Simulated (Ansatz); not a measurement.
Total energies of BrCdHO (`[OH][Cd][Br]`).

Cartesian coordinates in Å:
```
O -0.2008 0.6896 -1.3144
Cd 0.2946 -0.2304 0.3487
Br 1.0436 -1.3557 2.3258
H -1.1373 0.8965 -1.3600
```

The species carries charge 0 and has multiplicity 1. Correlated methods include outer-core shells of Br, Cd, which these sets cover unevenly. Scalar relativity is left out up to krypton. Cd takes the def2 core potential. The structure was optimised at the PBE0-D4/def2-TZVP level. It is one conformer, not always the lowest. Basis def2-TZVPP, the Gaussian-basis code of Ansatz.

RPA on PBE orbitals: Hartree–Fock energy of these orbitals -2814.76965 Eh, correlation -1.70866 Eh (frozen core).

| functional | energy without D4 (Eh) | D4 term (kJ/mol) |
| --- | --- | --- |
| LDA (SPW92) | -2813.45216 | – |
| PBE | -2817.38042 | -6.9 |
| revPBE | -2817.64676 | -16.8 |
| BLYP | -2817.81718 | -14.7 |
| r2SCAN | -2817.84883 | -1.5 |
| B97M-V | -2817.34826 | – |
| PBE0 | -2817.45660 | -5.9 |
| r2SCANh | -2817.82736 | -1.7 |
| HSE06 (plane-wave form) | -2817.45689 | -5.6 |
| LC-ωPBE | -2817.46429 | – |
| ωB97X-V | -2817.55040 | – |
| ωB97M-V | -2817.61327 | – |
| B2PLYP | -2817.33038 | – |
| PBE-QIDH | -2817.09306 | – |

Problem. Give the same for B3LYP, r2SCAN0, BHLYP, CAM-B3LYP. (An estimate is asked.)

Solution. Computed: 
| functional | energy without D4 (Eh) | D4 term (kJ/mol) |
| --- | --- | --- |
| B3LYP | -2817.92686 | -11.4 |
| r2SCAN0 | -2817.79667 | -1.9 |
| BHLYP | -2817.70346 | -10.9 |
| CAM-B3LYP | -2817.91329 | -6.2 |

B3LYP takes the VWN-RPA correlation (the form of Gaussian; ORCA's B3LYP/G). HSE06 is the plane-wave form, built on full-range PBE exchange. The double hybrids freeze the cores in their second-order part.

LC-ωPBE has ω = 0.4 bohr⁻¹.
